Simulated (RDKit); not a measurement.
RDKit input (MMFF94):

```python
from rdkit import Chem
from rdkit.Chem import AllChem, rdDetermineBonds

mol = Chem.MolFromXYZFile('mol.xyz')
rdDetermineBonds.DetermineBonds(mol, charge=-1)
print('SMILES', Chem.MolToSmiles(Chem.RemoveHs(mol)))
ff = AllChem.MMFFGetMoleculeForceField(mol, AllChem.MMFFGetMoleculeProperties(mol))
e0 = ff.CalcEnergy()
flag = ff.Minimize(maxIts=5000, forceTol=1e-5)
print(f'energy {e0:.4f} -> {ff.CalcEnergy():.4f} kcal/mol, converged: {flag == 0}')
print(Chem.MolToXYZBlock(mol))
```
mol.xyz:
```
11

Si    -2.01068300     0.22388300     0.02312100
C     -0.19429600     0.04512000    -0.01620100
C      0.69453300     0.93056300    -0.79913200
C      1.90498400     0.40121400    -0.50333500
O      1.87057800    -0.72550400     0.38448200
C      0.55685000    -0.88888900     0.64265800
H     -2.66457000    -0.80755600     0.89741500
H     -2.48406700     1.53909100     0.54848600
H     -2.66787600     0.08024200    -1.31004800
H      2.92222100     0.63394300    -0.78661900
H      0.30682000    -1.70409700     1.30728000
```

Output:

```
SMILES [SiH3]c1[c-]coc1
energy 7.8260 -> 2.1336 kcal/mol, converged: True
11

Si    -2.047502    0.226011    0.025082
C     -0.218932    0.053771   -0.020557
C      0.668210    0.870475   -0.749360
C      1.925916    0.377206   -0.486549
O      1.855858   -0.687915    0.356442
C      0.538187   -0.880990    0.638306
H     -2.651326   -0.812357    0.899914
H     -2.446476    1.555003    0.554438
H     -2.632983    0.074663   -1.331357
H      2.919635    0.657454   -0.804802
H      0.323908   -1.705313    1.306548
```

The dipole moment of an ion depends on the origin.

The geometry given is a B3LYP-D3(BJ)/def2-TZVP minimum.
